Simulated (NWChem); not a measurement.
# C$_{3}$H$_{4}$BFO; SMILES O=C1CCB1F

```xyz
10

O      1.3319    -1.5794     0.0057
C      0.4310    -0.7880    -0.0014
C     -1.1018    -0.9876    -0.0121
C     -1.4076     0.5367     0.0110
B      0.1471     0.8248     0.0032
F      0.8758     1.9124    -0.0049
H     -1.4423    -1.5197    -0.9159
H     -1.4565    -1.5556     0.8639
H     -1.9390     0.8899     0.9099
H     -1.9642     0.9184    -0.8602
```
Atoms are numbered in this order, from 1.

Computed with NWChem. Coordinates come from a PBE0/def2-SVP optimisation.

For level PBE/def2-SVP:

| Quantity | Value |
|---|---|
| highest occupied level (eV) | -5.23 |
| orbital gap (eV) | 1.82 |
| dipole (D) | 2.64 |

### Question
How do the values read with level Hartree-Fock/def2-SVP instead?

### Answer
The highest occupied level (eV) is -10.63. The orbital gap (eV) is 11.99 and the dipole (D) comes out as 3.30.
